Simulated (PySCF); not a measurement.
## How methods differ on the ionisation energy of Sn

Sn [Kr] 4d10 5s2 5p2 (3P) → Sn⁺ [Kr] 4d10 5s2 5p1 (2P), as a difference of total energies. Calculation: PySCF 2.14, in aug-cc-pVDZ-PP with ECP28MDF (5s4p3d, 32 functions); a scalar-relativistic core potential. Correlated levels: valence: 4s2 4p6 4d10 frozen. The calculations carry no spin-orbit coupling.

```csv
method,ionisation energy (eV)
UHF,6.858
r2SCAN,7.409
SCS-MP2 (valence),7.027
CCSD (valence),7.117
CCSD(T) (valence),7.127
```

Task: Estimate what MP2 (valence) gives.

Result: 7.087 eV, closest to CCSD (valence) among the rows shown.

Task: Estimate what PBE gives.

Result: 7.265 eV, closest to CCSD(T) (valence) among the rows shown.

Errors of the correlated levels include the incompleteness of this basis and the frozen core.

For comparison: 7.389 eV (measured; NIST levels, between the centres of gravity of the two terms).
